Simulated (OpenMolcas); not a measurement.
Ru3+: moving or changing the point charges

Ru3+ among 4 point charges of -2 e arranged as a tetrahedron (Td), 2.26 Å from the ion.
```
   1.3048    1.3048    1.3048  -2.00
   1.3048   -1.3048   -1.3048  -2.00
  -1.3048    1.3048   -1.3048  -2.00
  -1.3048   -1.3048    1.3048  -2.00
```

- Program: OpenMolcas 26.06
- Method: CASSCF
- Basis: ANO-RCC-VDZP [6s5p3d1f]
- Scalar Hamiltonian: DKH2, point nucleus
- Active space: 5 electrons in 5 orbitals (4d)
- State averaging: 2S+1 = 6 even, 1 root; 2S+1 = 4 even, 24 roots; 2S+1 = 2 even, 75 roots
- Spin-orbit coupling: RASSI with atomic mean-field integrals over the reference wave functions

Runs around this geometry, states (labels of Td). Energies in cm-1 above the lowest state or level, χT in cm3 K/mol; 10Dq and B are least-squares fits to the states below 45000 cm-1, weighted by degeneracy, with a free offset, and given where the rms deviation is under 5 % of |10Dq| (or 100 cm-1) and under 700 cm-1; 10Dq is negative for this site.

```json
{"R (Å)": "2.26", "q (e)": "-1.6", "Ground state": "6A1", "10Dq": "-1840", "B (rms of fit)": "896 (47)", "First gap with spin-orbit (degeneracies)": "26406 (6, 4)", "χT at 300 K": "4.373", "First state of another spin": "4T1 26629"}
{"R (Å)": "2.07", "q (e)": "-2", "Ground state": "6A1", "10Dq": "-3052", "B (rms of fit)": "890 (65)", "First gap with spin-orbit (degeneracies)": "25393 (6, 4)", "χT at 300 K": "4.373", "First state of another spin": "4T1 25620"}
{"R (Å)": "2.26", "q (e)": "-2", "Ground state": "6A1", "10Dq": "-2166", "B (rms of fit)": "893 (51)", "First gap with spin-orbit (degeneracies)": "26152 (6, 4)", "χT at 300 K": "4.373", "First state of another spin": "4T1 26375"}
{"R (Å)": "2.4", "q (e)": "-2", "Ground state": "6A1", "10Dq": "-1726", "B (rms of fit)": "903 (27)", "First gap with spin-orbit (degeneracies)": "26488 (6, 4)", "χT at 300 K": "4.373", "First state of another spin": "4T1 26712"}
```

Taking |10Dq| as R^-n, n = -ln(1726 / 3052) / ln(2.4 / 2.07) = 3.9 between the shortest and longest distance. The point-charge formula for a cubic d site gives n = 5.

Scaling the charges by -1.6 / -2 = 0.80 scales |10Dq| by 1840 / 2166 = 0.85; with fixed orbitals a first-order splitting would follow the charge.

Without dynamic correlation the repulsion within the d shell is too large (B by tens of per cent), so at a given field states of lower spin stand too high. Point charges give a weaker field than real ligands, and real ions of this kind are as a rule low spin; the high spin found here belongs to the model. Point charges carry no covalency, so the field is a model and not that of real ligands. No measured value stands beside these numbers.
